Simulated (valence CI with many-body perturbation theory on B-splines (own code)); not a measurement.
Pd¹⁴⁺: one-electron terms

Method: configuration interaction combined with many-body perturbation theory (CI+MBPT): four valence electrons over a frozen Dirac-Fock core [Ar] 3d10, a basis of 11 s, 11 p, 10 d, 8 f, 5 g, 2 h functions for each j, with the one-electron correlation potential Σ1, the two-electron term Σ2, the three-electron term Σ3, Breit, model QED; selected CI, second order for the rest, scaled by the run's own slope (own B-spline code, finite nucleus).

No measured spectrum was set against this ion. As an estimate, levels hold to about 250 cm⁻¹ or 0.2 % of their energy and the worst to 1 %, as in measured heavy ions of charge 2 to 7; those with d or f electrons hold less well. Among the levels kept, up to 560 cm⁻¹ of a level comes from second order outside the variational space, and about a tenth of that is noise between levels of different J, which matters for small intervals.

These are the spectroscopic orbitals of the CI (the correlating ones are not listed), shaped by the core and the other valence electrons. h is the expectation value of the core's Dirac-Fock operator, without the valence repulsion; Σ1 is computed up to l = 3 at one energy for each symmetry, that of its lowest orbital but kept below the first core excitation, so for empty shells it is not the orbital's own correlation shift; Breit and QED include the response of the core.

| Orbital | h (hartree) | Σ1 (cm⁻¹) | Breit (cm⁻¹) | QED (cm⁻¹) | ⟨r⟩ (bohr) |
| --- | --- | --- | --- | --- | --- |
| 4s1/2 | -16.749 | -11052 | 1357 | 1053 | 0.8505 |
| 5s1/2 | -9.4594 | -3433 | 535 | 416 | 1.535 |
| 6s1/2 | -6.0841 | -1540 | 260 | 204 | 2.427 |
| 7s1/2 | -4.2454 | -841 | 148 | 116 | 3.513 |
| 8s1/2 | -3.1311 | -513 | 92.1 | 72.3 | 4.799 |
| 9s1/2 | -2.4046 | -337 | 61.3 | 48.2 | 6.285 |
| 4p1/2 | -15.383 | -10550 | 2070 | -57.5 | 0.8787 |
| 5p1/2 | -8.8351 | -3354 | 818 | -22.5 | 1.605 |
| 6p1/2 | -5.7548 | -1572 | 415 | -11.3 | 2.527 |
| 7p1/2 | -4.0503 | -877 | 241 | -6.6 | 3.646 |
| 8p1/2 | -3.0061 | -542 | 152 | -4.1 | 4.965 |
| 9p1/2 | -2.3198 | -360 | 102 | -2.8 | 6.484 |
| 4p3/2 | -15.122 | -9923 | 1288 | 41.8 | 0.8956 |
| 5p3/2 | -8.722 | -3214 | 511 | 16.7 | 1.627 |
| 6p3/2 | -5.6954 | -1517 | 270 | 8.5 | 2.554 |
| 7p3/2 | -4.0152 | -850 | 157 | 5.0 | 3.679 |
| 8p3/2 | -2.9837 | -527 | 99 | 3.2 | 5.004 |
| 9p3/2 | -2.3046 | -351 | 66.8 | 2.1 | 6.528 |
| 4d3/2 | -12.884 | -9068 | 629 | -57.9 | 0.9531 |
| 5d3/2 | -7.7087 | -3189 | 271 | -24.1 | 1.755 |
| 6d3/2 | -5.1544 | -1598 | 146 | -12.8 | 2.742 |
| 7d3/2 | -3.6919 | -926 | 87.9 | -7.6 | 3.928 |
| 8d3/2 | -2.775 | -587 | 57.0 | -4.9 | 5.313 |
| 4d5/2 | -12.836 | -8909 | 319 | -31.4 | 0.9578 |
| 5d5/2 | -7.6868 | -3142 | 134 | -13.0 | 1.761 |
| 6d5/2 | -5.1425 | -1575 | 72.5 | -6.9 | 2.749 |
| 7d5/2 | -3.6846 | -913 | 43.4 | -4.1 | 3.936 |
| 8d5/2 | -2.7703 | -579 | 28.0 | -2.6 | 5.323 |
| 4f5/2 | -10.516 | -7374 | 79.6 | -14.0 | 1.017 |
| 5f5/2 | -6.6743 | -2763 | 44.2 | -8.0 | 1.889 |
| 6f5/2 | -4.6012 | -1400 | 25.8 | -4.8 | 2.948 |
| 7f5/2 | -3.3598 | -818 | 16.1 | -3.1 | 4.206 |
| 4f7/2 | -10.512 | -7298 | -22.6 | -9.7 | 1.017 |
| 5f7/2 | -6.6718 | -2728 | -12.6 | -5.7 | 1.890 |
| 6f7/2 | -4.5996 | -1381 | -7.4 | -3.5 | 2.949 |
| 7f7/2 | -3.3586 | -807 | -4.7 | -2.2 | 4.208 |
| 5g7/2 | -6.3527 |  | 0.0 | -0.7 | 1.791 |
| 6g7/2 | -4.4135 |  | 0.1 | -0.5 | 2.877 |
| 7g7/2 | -3.241 |  | 0.1 | -0.3 | 4.166 |
| 5g9/2 | -6.3518 |  | -2.2 | 0.2 | 1.792 |
| 6g9/2 | -4.413 |  | -2.1 | 0.1 | 2.878 |
| 7g9/2 | -3.2407 |  | -1.6 | 0.0 | 4.166 |
| 6h9/2 | -4.3798 |  |  |  | 2.593 |
| 6h11/2 | -4.3794 |  |  |  | 2.593 |

Among the shells of the start configuration 4s2 4p2, Σ1 is largest in size for 4s1/2, where it is 0.30 % of h.

Lowest root of each symmetry, sizes in configuration state functions:

| J | Parity | Roots | Reference | Variational | Second order | Change by selected CI (cm⁻¹) | Change by second order (cm⁻¹) |
| --- | --- | --- | --- | --- | --- | --- | --- |
| 0 | even | 13 | 68 | 31340 | 233793 | -3920 | -2 |
| 1 | even | 22 | 157 | 31989 | 787492 | -3413 | -70 |
| 2 | even | 30 | 212 | 31980 | 1142221 | -3763 | -107 |
| 3 | even | 20 | 184 | 31990 | 1121792 | -2599 | -91 |
| 4 | even | 13 | 138 | 31982 | 1039633 | -2417 | -66 |
| 5 | even | 4 | 75 | 31982 | 686429 | -2690 | -44 |
| 0 | odd | 10 | 35 | 29609 | 168758 | -6491 | -3 |
| 1 | odd | 23 | 95 | 31931 | 636922 | -5164 | -52 |
| 2 | odd | 27 | 117 | 31974 | 774760 | -2783 | -62 |
| 3 | odd | 21 | 100 | 31989 | 943334 | -4475 | -140 |
| 4 | odd | 13 | 64 | 31895 | 781867 | -5989 | -181 |
| 5 | odd | 5 | 29 | 31935 | 667460 | -9909 | -130 |
| 6 | odd | 2 | 8 | 32005 | 395347 | -7373 | -37 |
